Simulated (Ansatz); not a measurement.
Reaction (silylene loss): `C=CN(C)[SiH3]` → `C=CNC` + `[SiH2]`

Calculated with Ansatz (gas phase, PBE0-D4/def2-TZVP geometries, no zero-point term in ΔE). CCSD(T)/CBS is the MP2 limit (def2-TZVPP, def2-QZVPP) plus CCSD(T) − MP2 in def2-TZVPP, frozen cores. This one scheme is used for every species. DFT in def2-TZVPP. One conformer a species, not always the lowest.

CCSD(T)/CBS gives +292.1 kJ/mol.

Question: Another level gave +284.5 kJ/mol. Which?
A. HF/def2-TZVPP
B. LC-ωPBE/def2-TZVPP
C. ωB97M-V/def2-TZVPP
D. r2SCANh-D4/def2-TZVPP

Answer: C. ωB97M-V 284.5, LC-ωPBE 300.4, r2SCANh-D4 307.3, HF/def2-TZVPP 268.3 kJ/mol.

Largest T1 diagnostic among the species: 0.014.

From BLYP to BHLYP (50 % exact exchange), in def2-TZVPP and without D4, ΔE moves by +32.5 kJ/mol. At CCSD(T), def2-SVP lies −21.4 kJ/mol from the extrapolated value and def2-TZVPP −6.4 kJ/mol. The D4 term adds +18.6 kJ/mol with B3LYP and +10.0 kJ/mol with PBE0; it sums over pairs of atoms, weighted by their polarisabilities, and B3LYP, whose exchange is more repulsive, gets the larger term.

B3LYP here is the variant with VWN-RPA as its local correlation; programs differ in this.
